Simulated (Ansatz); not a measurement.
C3H6Zn, SMILES `C=[CH][Zn][CH3]`. Charge 0, multiplicity 1. For Zn the d shell is correlated and the shells below it are frozen. Scalar relativity is left out up to krypton.

```xyz
10

C    -0.2667   -1.6169    1.7325
C     0.4734   -0.5701    1.3645
Zn    0.2057    0.4204   -0.2707
C    -0.0807    1.4024   -1.9174
H    -0.0933   -2.1585    2.6615
H    -1.0888   -1.9949    1.1289
H     1.2695   -0.2862    2.0547
H    -1.0138    1.0973   -2.3986
H    -0.1384    2.4777   -1.7292
H     0.7333    1.2288   -2.6261
```

Give the diagnostics of a CCSD(T)/def2-TZVPP run (frozen core, the Gaussian-basis code of Ansatz). (Best estimate.)

Computed: T1 = 0.0138, largest single amplitude 0.024, largest double 0.079, (T) share of the correlation energy 3.7 %, 9 CCSD cycles. The RHF solution is stable towards an unrestricted one. T1 lies under the customary mark of 0.02 for closed shells.
